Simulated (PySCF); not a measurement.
This PySCF input asks for the NMR shieldings of `C#CC[C@@H](C)[Si@H]1C[C@@H]1F`, C$_{7}$H$_{11}$FSi; the geometry comes from GFN2-xTB.

```python
import basis_set_exchange as bse
import numpy as np
from pyscf import gto, dft
from pyscf.prop import nmr

atoms = """
C     2.037557    0.058360   -2.382722
C     1.999891   -0.038643   -1.190515
C     1.931543   -0.164168    0.249050
C     0.533398   -0.592574    0.717499
C     0.512527   -0.685410    2.242564
Si   -0.790642    0.601315    0.058594
C    -1.725019    0.197971   -1.528517
C    -2.534052   -0.080945   -0.258466
F    -3.623886    0.739669   -0.082898
H     2.080858    0.148600   -3.426577
H     2.191812    0.798425    0.699881
H     2.674062   -0.898847    0.578379
H     0.337532   -1.590216    0.309089
H     0.715028    0.285907    2.690298
H     1.270817   -1.383766    2.596426
H    -0.457489   -1.026824    2.595600
H    -0.709286    1.993760    0.468201
H    -1.483740   -0.665813   -2.130992
H    -2.113252    1.007322   -2.128813
H    -2.852808   -1.103143   -0.079117
"""
names = dict.fromkeys(["C", "Si", "F", "H"], "pcSseg-1")
basis = {el: gto.basis.parse(bse.get_basis(n, elements=[el], fmt="nwchem")) for el, n in names.items()}
mol = gto.M(atom=atoms, basis=basis, charge=0, verbose=0)
mf = dft.RKS(mol, xc="PBE0")
mf.grids.level = 2
mf.grids.alignment = dft.numint.BLKSIZE   # the property module wants whole blocks of grid points
mf.conv_tol = 1e-9
mf.kernel()

calc = nmr.RKS(mf)   # GIAO
C = mf.mo_coeff
Co = C[:, mf.mo_occ > 0]
resp = mf.gen_response(singlet=True, hermi=2)
def vind(x):   # induced exchange potential for any number of trial vectors
    d = np.einsum("pi,xij,qj->xpq", C, 2 * x.reshape(-1, C.shape[1], Co.shape[1]), Co, optimize=True)
    return np.einsum("xpq,pi,qj->xij", resp(d - d.transpose(0, 2, 1)), C, Co, optimize=True).ravel()
mo1, _ = nmr.rhf.solve_mo1(calc, with_cphf=vind)
sigma = calc.kernel(mo1)
for i, s in enumerate(sigma):   # ppm
    print("%2d %-2s %9.2f" % (i, mol.atom_pure_symbol(i), np.trace(s) / 3))
```

Q: What does it print?

A: 
```
 0 C     107.24
 1 C      98.75
 2 C     160.17
 3 C     162.29
 4 C     165.76
 5 Si    454.83
 6 C     176.21
 7 C     107.57
 8 F     422.72
 9 H      30.09
10 H      29.54
11 H      29.19
12 H      30.95
13 H      30.70
14 H      30.45
15 H      30.17
16 H      28.46
17 H      30.57
18 H      30.60
19 H      26.37
```

These numbers come from an equivalent density-fitted implementation of the same equations, which agrees with the script to about 0.01 ppm for H and up to a few tenths of a ppm for heavy atoms, so last digits may differ.

Q: Turn these shieldings into chemical shifts. δ = σ(ref) − σ, references computed at the same level: TMS for 13C (σ = 186.93 ppm), 29Si (σ = 349.16 ppm), 1H (σ = 31.72 ppm); CFCl3 for 19F (σ = 170.95 ppm).

A: Averaging equivalent atoms: C 1: 88.2; C 0: 79.7; C 7: 79.4; C 2: 26.8; C 3: 24.6; C 4: 21.2; C 6: 10.7; Si 5: -105.7; F 8: -251.8; H 19: 5.35; H 16: 3.26; H 11: 2.53; H 10: 2.17; H 9: 1.63; H 13/14/15: 1.28; H 17: 1.15; H 18: 1.12; H 12: 0.77 ppm. Unscaled 19F shifts against computed CFCl3 carry errors that often reach 10 to 50 ppm.

Size and cost of the density-fitted run: 215 basis functions, 72 s wall time on 1 thread of an Arm Neoverse N1, shared host; peak memory 1 GiB.
